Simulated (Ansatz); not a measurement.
System: sum formula H4BSiO2, charge 0, multiplicity 2. It need not be the lowest isomer of its formula. SMILES: B(O)([O])[SiH3]
Coordinates optimised at B3LYP-D3(BJ)/def2-TZVP (Ansatz, a quantum-chemistry and plane-wave program):
```xyz
8

O      0.8130     0.7205    -1.0439
B      0.7637    -0.0393    -0.0196
O      1.5072    -0.7477     0.8607
Si    -1.3795     0.0630     0.0461
H      2.4575    -0.6911     0.6948
H     -1.7753     1.4701     0.2414
H     -1.8359    -0.7624     1.1969
H     -1.9132    -0.4843    -1.2150
```
Charge 0, spin multiplicity 2.

Property: atomisation energy (electronic, to ground-state atoms), in kcal/mol. Correlated levels leave the core frozen unless marked. UHF or UKS for open shells. No spin-orbit coupling. Non-relativistic unless marked X2C. The coupled-cluster limit lacks core correlation, which all-electron functionals hold. Basis-set limits of correlation are two-point, X^-3; Hartree-Fock from the larger set.

```tsv
level	program	atomisation energy (kcal/mol)
HF/6-31G	Ansatz	413.1
HF/aug-cc-pV(D+d)Z	Ansatz	479.2
BLYP-D4/def2-TZVPD	Ansatz + dftd4	689.0
PBE0-D3(BJ)/def2-TZVP	Ansatz + dftd3	679.4
PBE0-D4/def2-TZVPD	Ansatz + dftd4	679.4
r2SCAN0-D4/def2-TZVPD	Ansatz + dftd4	673.2
r2SCAN0/def2-TZVPD	Ansatz	672.3
```

Predict the CCSD(T)/CBS(aug-cc-pV(T+d)Z,aug-cc-pV(Q+d)Z) result (Ansatz).

681.5 kcal/mol, so r2SCAN0/def2-TZVPD differs from it by -9.2 kcal/mol.
